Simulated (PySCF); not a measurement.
CH4ClFOSi, SMILES C[Si](O)(F)Cl. Atoms are numbered in the order given.

```xyz
9

C      1.7968    -0.1854    -0.7977
Si     0.0240    -0.0205    -0.3427
O     -0.8260    -1.2805    -0.9607
F     -0.5814     1.3691    -0.9119
Cl    -0.2363     0.0790     1.6990
H      2.2194    -1.1048    -0.3673
H      2.3717     0.6734    -0.4220
H      1.9046    -0.2298    -1.8920
H     -1.7551    -1.3605    -0.7242
```
Charge 0, spin multiplicity 1.

Geometry: PBE0-D3(BJ)/def2-SVP. Other conformers were not sampled.

Method: M06-2X/def2-TZVP in PySCF.

ESP charges are fitted to the potential on shells at 1.4 to 2.0 van der Waals radii. Atomic charges (e):

```json
[
 {"atom": "C1", "ESP fit": "-0.73", "meta-Löwdin": "-0.64", "Löwdin": "-0.43", "Mulliken": "-0.57"},
 {"atom": "Si2", "ESP fit": "0.81", "meta-Löwdin": "1.43", "Löwdin": "-0.32", "Mulliken": "0.83"},
 {"atom": "O3", "ESP fit": "-0.64", "meta-Löwdin": "-0.76", "Löwdin": "-0.09", "Mulliken": "-0.54"},
 {"atom": "F4", "ESP fit": "-0.30", "meta-Löwdin": "-0.52", "Löwdin": "0.00", "Mulliken": "-0.33"},
 {"atom": "Cl5", "ESP fit": "-0.22", "meta-Löwdin": "-0.32", "Löwdin": "0.23", "Mulliken": "-0.24"},
 {"atom": "H6", "ESP fit": "0.20", "meta-Löwdin": "0.15", "Löwdin": "0.14", "Mulliken": "0.17"},
 {"atom": "H7", "ESP fit": "0.20", "meta-Löwdin": "0.14", "Löwdin": "0.14", "Mulliken": "0.17"},
 {"atom": "H8", "ESP fit": "0.24", "meta-Löwdin": "0.15", "Löwdin": "0.14", "Mulliken": "0.17"},
 {"atom": "H9", "ESP fit": "0.42", "meta-Löwdin": "0.36", "Löwdin": "0.19", "Mulliken": "0.34"}
]
```

### Question
Give the Mayer and Wiberg (Löwdin basis) orders of the bonds. (Estimate from the structure and the level; the computed values follow.)

### Answer

```tsv
bond	Mayer	Wiberg
C1–Si2	1.05	1.22
Si2–O3	1.22	1.70
Si2–F4	1.07	1.67
Si2–Cl5	1.17	1.78
C1–H6	0.93	0.89
C1–H7	0.94	0.89
C1–H8	0.93	0.89
O3–H9	0.86	1.01
```
